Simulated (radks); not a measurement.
The gold anion Au-, [Hg], held by a Watson sphere: a shell of charge +1 at radius R that stands for the Madelung well of a crystal (potential energy -1/R inside, -1/r outside, in hartree with lengths in bohr). All-electron calculation, scalar-relativistic Kohn-Sham, LDA (Slater exchange, Perdew-Wang correlation), spin-polarised, spherical densities, finite nucleus; Fermi nuclear charge, rms radius of each element as measured or else 0.836 A^(1/3) + 0.57 fm. Program: a radial shooting solver on a logarithmic mesh with Libxc functionals. Response by self-consistent Sternheimer equations with the Hartree and adiabatic LDA kernel, the relativistic mass of each level held fixed and spin-orbit coupling left out. The sphere does not respond.

| R (bohr) | e(5p) (eV) | e(5d) (eV) | e(6s) (eV) | <r> 6s (bohr) | sum of <r^2> (bohr^2) | X-ray form factor at sin(theta)/lambda = 0.1 1/angstrom | alpha (bohr^3) |
|---|---|---|---|---|---|---|---|
| 3.08 | -59.944 | -7.124 | -6.640 | 2.870 | 70.96 | 75.525 | 45.94 |
| 3.32 | -59.663 | -6.816 | -6.392 | 2.909 | 71.79 | 75.495 | 48.85 |
| 4.37 | -58.586 | -5.673 | -5.342 | 3.049 | 74.67 | 75.409 | 62.00 |
| 5.2 | -57.898 | -4.967 | -4.644 | 3.123 | 76.19 | 75.375 | 71.72 |
| 5.22 | -57.883 | -4.952 | -4.629 | 3.124 | 76.22 | 75.374 | 71.93 |
| 6.09 | -57.296 | -4.358 | -4.032 | 3.175 | 77.30 | 75.356 | 80.69 |
| 6.57 | -57.021 | -4.081 | -3.752 | 3.194 | 77.72 | 75.350 | 84.80 |

Estimate the row for R = 4.61 bohr.

Answer. e(5p) (eV) -58.373; e(5d) (eV) -5.453; e(6s) (eV) -5.127; <r> 6s (bohr) 3.073; sum of <r^2> (bohr^2) 75.17; X-ray form factor at sin(theta)/lambda = 0.1 1/angstrom 75.397; alpha (bohr^3) 64.91.
